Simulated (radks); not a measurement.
Values are calculated unless marked as measured or tabulated.
Species: Cr IX. Configuration: [Ne] 3s2 3p4 (the NIST ground configuration). Code: a radial shooting solver on a logarithmic mesh with Libxc functionals. Model: scalar-relativistic Kohn-Sham, exchange-only LDA, spin-polarised, spherical densities, point nucleus; open shells are filled with parallel spins first. Some entries of the table are withheld. Estimate them.

orbital  occ.  eigenvalue (eV)  r(max) (bohr)  <r^2> (bohr^2)
1s up       1        -6047.003        0.04169        0.005453
1s down     1        -6045.735        0.04169        0.005451
2s up       1        -844.9017         0.2437          0.1014
2s down     1        -843.6001         0.2438          0.1012
2p up       3        -740.3267         0.1974         0.08266
2p down     3        -738.7528         0.1975         0.08251
3s up       1        -229.7269         0.7398             (1)
3s down     1        -224.8498         0.7401             (2)
3p up       3        -199.5993         0.7408          0.7934
3p down     1        -194.8036         0.7414          0.8022
3d up       0              (3)         0.6677          0.7863
3d down     0              (4)         0.6654          0.7971
4s up       0         -97.6603          1.674           3.363
4s down     0         -96.0424          1.691           3.442

Answer. 
(1) 3s up <r^2> (bohr^2): 0.7593
(2) 3s down <r^2> (bohr^2): 0.7655
(3) 3d up eigenvalue (eV): -153.3662
(4) 3d down eigenvalue (eV): -148.9667
